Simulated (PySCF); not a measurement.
Delta-SCF ions had no search for a lower state. Excitations are Tamm–Dancoff values on a coarser integration grid. The basis has no diffuse functions, so Rydberg states are missing or too high.

C10H9B, SMILES `c1ccc2-c1cccc(c2)B` (charge 0, multiplicity 1)

Method: PBE0-D3(BJ)/def2-TZVP // PBE0-D3(BJ)/def2-SVP (PySCF).

```json
{
  "HOMO": "-6.09 eV",
  "dipole_moment": "1.86 D",
  "HOMO–LUMO gap": "3.58 eV",
  "LUMO": "-2.50 eV",
  "S1 excitation (TDA)": "2.61 eV",
  "S1 oscillator strength": "0.020",
  "brightest of the four lowest singlets (TDA)": "4.95 eV",
  "T1 excitation (TDA)": "1.98 eV",
  "S1–T1 gap (TDA)": "0.63 eV",
  "vertical ionisation energy (Delta-SCF)": "7.59 eV",
  "total_energy": "-410.9291 Ha",
  "cost": "around 20 core-minutes (rough)"
}
```

```xyz
20

B     -2.9194    -1.5549    -0.3265
C     -1.7146    -0.6136    -0.1656
C     -1.9800     0.7741    -0.0604
C     -1.1343     1.8676     0.0908
C      0.2624     1.8882     0.1834
C      1.1509     0.8230     0.1472
C      2.5511     0.9124     0.2462
C      3.0871    -0.3815     0.1670
C      2.0491    -1.3118     0.0173
C      0.8229    -0.6191    -0.0013
C     -0.4288    -1.2013    -0.1340
H     -4.0440    -1.1084    -0.3600
H     -2.7526    -2.7500    -0.4209
H     -3.0444     1.0277    -0.1071
H     -1.6258     2.8432     0.1449
H      0.7200     2.8771     0.3004
H      3.1126     1.8391     0.3645
H      4.1492    -0.6261     0.2146
H      2.1567    -2.3929    -0.0710
H     -0.4181    -2.2930    -0.2296
```
